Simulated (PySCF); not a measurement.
Al(2+): ionisation energy

Al(2+) [Ne] 3s1 (2S) → Al(3+) [Ne] (1S), as a difference of total energies. All numbers are calculated (PySCF 2.14, no relativity, point nucleus, in aug-cc-pV(T+d)Z with one added diffuse shell each of s, p, d, f type (7s6p5d3f, 71 functions)). The calculations carry no spin-orbit coupling.

Problem. Order these methods by the ionisation energy they give, lowest first.
A. revPBE
B. r2SCAN
C. wB97M-V
D. PBE

Solution. B (28.376 eV), C (28.522 eV), A (28.705 eV), D (28.812 eV).

For comparison: 28.448 eV (measured; NIST Atomic Spectra Database, ionization energies).
